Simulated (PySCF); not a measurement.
# How methods differ on the ionisation energy of Sn⁺

Sn⁺ [Kr] 4d10 5s2 5p1 (2P) → Sn²⁺ [Kr] 4d10 5s2 (1S), as a difference of total energies. All numbers are calculated (PySCF 2.14, scalar relativity by spin-free X2C-1e, in x2c-QZVPPall). Correlated levels: valence: [Kr] 4d10 frozen. The calculations carry no spin-orbit coupling.

```
           method  ionisation energy (eV)
              UHF                  13.749
    MP2 (valence)                  13.977
SCS-MP2 (valence)                  13.969
   CCSD (valence)                  14.031
CCSD(T) (valence)                  14.051
```

**Question.** How much does correlation contribute at CCSD(T) (valence)?

**Answer.** 14.051 − (13.749) = 0.302 eV, measured against UHF.

Errors of the correlated levels include the incompleteness of this basis and the frozen core.

For comparison: 14.282 eV (measured; NIST levels, between the centres of gravity of the two terms).
